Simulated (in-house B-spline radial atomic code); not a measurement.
**Removing one electron from the arsenic ion As⁵⁺**

Closed shell [Ar] 3d10. Computed with an all-electron radial atomic-structure program (B-spline basis): Koopmans values of Dirac-Hartree-Fock plus a diagonal self-energy, in second order or with its direct term screened (direct RPA, with the hole-particle interaction, or full time-dependent Hartree-Fock), linearised in energy; no-pair Dirac-Coulomb Hamiltonian, finite nucleus. Shifts add to the Koopmans value (the ΔSCF shift is orbital relaxation alone); the final value takes TDHF screening with Breit and QED.

Command:
```bash
python run_mb.py task.json out
```
Settings (nuclear radius in fm, box in bohr, cutoff in hartree):
```
basis_form          2
Z                   33
core_configuration  [Ar] 3d10
rms_radius          4.0968
mass_number         75
speed_of_light      137.036
box_radius          10.79
lmax                7
intervals           63
virtual_cutoff      4356.0
```

Run time, properties included: 32 s on 1 thread of Arm Neoverse N1, with other jobs on the host.

Energies in eV:

```
subshell  Koopmans  ΔSCF shift  second order  direct RPA  hole-particle    TDHF  Breit + QED   final
   3d5/2    122.93      -3.942             ?           ?              ?       ?            ?       ?
   3d3/2    123.74      -4.011        -3.838      -1.158         -1.730  -1.827       -0.020  121.89
```

(1) What does the self-energy do to 3d5/2?

## Answers

(1) It shifts the removal energy by -3.742 eV in second order, -1.118 with direct RPA, -1.680 with the hole-particle term and -1.774 with TDHF screening (quasi-particle weight 0.970); Breit and QED add 0.017 eV. The final value is 121.18 eV, against 121.19 ± 0.06 eV (NIST, measured).
